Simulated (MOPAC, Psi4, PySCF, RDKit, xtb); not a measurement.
Torsional profile of SMILES CC(C)/C=C\[Si](Cl)(Cl)Cl. Scanned: dihedral C1–C2–C4–C5; all other coordinates were relaxed at GFN2-xTB.

Atom numbering (GFN2-xTB optimised geometry, Å):
```
18

C     -1.5329     1.2378    -0.4347
C     -0.6893    -0.0342    -0.3197
C     -1.5522    -1.2780    -0.5403
C     -0.0652    -0.0915     1.0365
C      1.2353    -0.0454     1.3116
Si     2.6520     0.1035     0.0818
Cl     4.3829     0.1407     1.1346
Cl     2.7161    -1.4687    -1.1981
Cl     2.5290     1.8102    -1.0071
H     -1.9982     1.2912    -1.4157
H     -0.9088     2.1178    -0.2989
H     -2.3160     1.2468     0.3204
H      0.0913    -0.0069    -1.0843
H     -2.0118    -1.2460    -1.5250
H     -0.9440    -2.1768    -0.4714
H     -2.3409    -1.3338     0.2071
H     -0.7770    -0.1732     1.8503
H      1.5298    -0.0933     2.3530
```

Levels: PBE/def2-SVP // GFN2-xTB (Psi4); GFN1-xTB // GFN2-xTB (xtb); RKS-B3LYP/6-31G* = PySCF with restricted B3LYP/6-31G*, spherical d, density fitting // GFN2-xTB; UFF // GFN2-xTB (RDKit); PM7, restricted, heats of formation // GFN2-xTB (MOPAC); PBE-D3(BJ)/def2-SVP // GFN2-xTB (Psi4).

Energies in kcal/mol, each method relative to its own lowest point.

```json
[
 {"φ / °": "-150", "PBE/def2-SVP": "1.1", "GFN1-xTB": "0.7", "RKS-B3LYP/6-31G*": "1.5", "UFF": "0.8", "PM7": "0.4", "PBE-D3(BJ)/def2-SVP": "0.9"},
 {"φ / °": "-120", "PBE/def2-SVP": "0.0", "GFN1-xTB": "0.0", "RKS-B3LYP/6-31G*": "0.0", "UFF": "0.0", "PM7": "0.0", "PBE-D3(BJ)/def2-SVP": "0.0"},
 {"φ / °": "-90", "PBE/def2-SVP": "0.9", "GFN1-xTB": "0.6", "RKS-B3LYP/6-31G*": "1.3", "UFF": "0.6", "PM7": "0.4", "PBE-D3(BJ)/def2-SVP": "0.8"},
 {"φ / °": "-60", "PBE/def2-SVP": "2.7", "GFN1-xTB": "2.0", "RKS-B3LYP/6-31G*": "3.6", "UFF": "4.4", "PM7": "2.3", "PBE-D3(BJ)/def2-SVP": "2.4"},
 {"φ / °": "-30", "PBE/def2-SVP": "4.2", "GFN1-xTB": "3.8", "RKS-B3LYP/6-31G*": "5.2", "UFF": "12.0", "PM7": "4.6", "PBE-D3(BJ)/def2-SVP": "3.9"},
 {"φ / °": "0", "PBE/def2-SVP": "3.5", "GFN1-xTB": "4.1", "RKS-B3LYP/6-31G*": "4.9", "UFF": "15.3", "PM7": "6.0", "PBE-D3(BJ)/def2-SVP": "3.3"},
 {"φ / °": "30", "PBE/def2-SVP": "3.7", "GFN1-xTB": "3.2", "RKS-B3LYP/6-31G*": "5.2", "UFF": "10.4", "PM7": "4.3", "PBE-D3(BJ)/def2-SVP": "3.0"},
 {"φ / °": "60", "PBE/def2-SVP": "5.2", "GFN1-xTB": "3.8", "RKS-B3LYP/6-31G*": "6.9", "UFF": "9.6", "PM7": "5.2", "PBE-D3(BJ)/def2-SVP": "4.5"},
 {"φ / °": "90", "PBE/def2-SVP": "3.8", "GFN1-xTB": "3.1", "RKS-B3LYP/6-31G*": "5.3", "UFF": "9.5", "PM7": "4.1", "PBE-D3(BJ)/def2-SVP": "3.0"},
 {"φ / °": "120", "PBE/def2-SVP": "3.5", "GFN1-xTB": "4.0", "RKS-B3LYP/6-31G*": "4.8", "UFF": "14.9", "PM7": "5.9", "PBE-D3(BJ)/def2-SVP": "3.2"},
 {"φ / °": "150", "PBE/def2-SVP": "4.2", "GFN1-xTB": "3.9", "RKS-B3LYP/6-31G*": "5.2", "UFF": "12.8", "PM7": "4.9", "PBE-D3(BJ)/def2-SVP": "3.9"},
 {"φ / °": "180", "PBE/def2-SVP": "3.1", "GFN1-xTB": "2.1", "RKS-B3LYP/6-31G*": "3.8", "UFF": "4.7", "PM7": "2.3", "PBE-D3(BJ)/def2-SVP": "2.8"}
]
```

Root-mean-square difference from the PBE-D3(BJ)/def2-SVP profile, itself a level with limits, after the best constant shift (kcal/mol): PBE/def2-SVP 0.2, GFN1-xTB 0.5, RKS-B3LYP/6-31G* 0.7, UFF 4.3, PM7 1.1.
